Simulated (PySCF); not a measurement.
A side-by-side comparison of computed properties.

First species: isophorone, C₉H₁₄O.
Cartesian coordinates in Å at the PBE0-D3(BJ)/def2-SVP level; atoms count from 1:
```
atom  x, y, z in Å
C1     2.7673   -1.4021   -0.0190
C2     1.6083   -0.4621   -0.0661
C3     1.6929    0.7556   -0.6382
C4     0.5658    1.7007   -0.6692
O5     0.6444    2.7712   -1.2364
C6    -0.6785    1.2832    0.0865
C7    -0.9340   -0.2282    0.0725
C8    -1.2602   -0.6892   -1.3511
C9    -2.1063   -0.5655    0.9907
C10    0.3339   -0.9317    0.5774
H11    3.6766   -0.9595   -0.4472
H12    2.9789   -1.7038    1.0209
H13    2.5336   -2.3295   -0.5689
H14    2.6157    1.1007   -1.1130
H15   -0.5398    1.6211    1.1307
H16   -1.5303    1.8492   -0.3197
H17   -0.4350   -0.4833   -2.0492
H18   -2.1559   -0.1730   -1.7297
H19   -1.4609   -1.7720   -1.3741
H20   -3.0289   -0.0730    0.6463
H21   -2.2925   -1.6513    1.0113
H22   -1.9130   -0.2351    2.0237
H23    0.4308   -0.7767    1.6697
H24    0.2359   -2.0237    0.4476
```

Second species: C4H12OSi.
SMILES with atom numbers: `[CH3:1][O:2][CH2:3][C@H:4]([CH3:5])[SiH3:6]` (hydrogens: H7, H8, H9 on C1; H10, H11 on C3; H12 on C4; H13, H14, H15 on C5; H16, H17, H18 on Si6)

Geometry (PBE0-D3(BJ)/def2-SVP, Å), atoms numbered from 1 in this order:
```
atom  x, y, z in Å
C1     2.5706    0.3334   -0.0558
O2     1.2028    0.1539   -0.2426
C3     0.4875   -0.0601    0.9422
C4    -0.9823   -0.2184    0.5938
C5    -1.2730   -1.5497   -0.0977
Si6   -1.5606    1.2527   -0.4670
H7     3.0446   -0.5547    0.4072
H8     2.7895    1.2094    0.5869
H9     3.0283    0.4997   -1.0409
H10    0.8675   -0.9667    1.4626
H11    0.6312    0.7940    1.6370
H12   -1.5553   -0.1605    1.5367
H13   -0.6680   -1.6481   -1.0118
H14   -2.3327   -1.6451   -0.3817
H15   -1.0278   -2.4014    0.5589
H16   -1.0216    2.5348    0.0856
H17   -1.1537    1.1152   -1.8962
H18   -3.0570    1.3191   -0.4236
```

Levels: CAM-B3LYP/def2-SVPD for HOMO energy, LUMO energy, HOMO–LUMO gap and static isotropic polarisability; TDDFT CAM-B3LYP/def2-SVPD for lowest singlet excitation; TDA CAM-B3LYP/def2-SVPD for lowest triplet excitation (Tamm–Dancoff); ΔSCF CAM-B3LYP/def2-SVPD for vertical ionisation energy. Geometries: PBE0-D3(BJ)/def2-SVP. All species are isolated and taken at one optimised geometry, non-relativistic unless stated. Electronic properties by PySCF.

Dipoles, sizes and rotational constants follow the conformer. The torsions of the flexible species, by atom-mapped SMILES:
- `[CH3:1][O:2][CH2:3][C@H:4]([CH3:5])[SiH3:6]`: C1–O2–C3–C4 179°, O2–C3–C4–C5 72°

The conformers of `CC1=CC(=O)CC(C)(C)C1` aren't listed.

```csv
property,column X,column Y
HOMO energy,-8.44 eV,-9.04 eV
LUMO energy,-0.22 eV,1.20 eV
HOMO–LUMO gap,8.22 eV,10.24 eV
lowest singlet excitation,3.92 eV,7.23 eV
lowest triplet excitation (Tamm–Dancoff),3.43 eV,7.03 eV
static isotropic polarisability,108.4 au,83.6 au
vertical ionisation energy,8.96 eV,9.84 eV
```

Question: Which column belongs to which species?

Answer: Column X is the first species and column Y the second. The first has 24 atoms and 76 electrons, the second 18 and 58.

Question: How does each property change from the first species to the second?

Answer: HOMO energy -0.60 eV; LUMO energy +1.42 eV; HOMO–LUMO gap +2.02 eV; lowest singlet excitation +3.31 eV; lowest triplet excitation (Tamm–Dancoff) +3.60 eV; static isotropic polarisability -24.8 au; vertical ionisation energy +0.88 eV.

On the first: S1 lies 4.30 eV below the HOMO–LUMO gap; its leading configuration is HOMO→LUMO, weight 0.92. The vertical singlet–triplet gap S1 − T1 is 0.49 eV (TDDFT singlet less Tamm–Dancoff triplet; S1: HOMO→LUMO, weight 0.92; T1: HOMO→LUMO, weight 0.89).

On the second: The vertical singlet–triplet gap S1 − T1 is 0.20 eV (TDDFT singlet less Tamm–Dancoff triplet; S1: HOMO→LUMO, weight 0.78; T1: HOMO→LUMO, weight 0.74). The 10 singlets span 7.23 to 8.78 eV, and their oscillator strengths add up to 0.36.
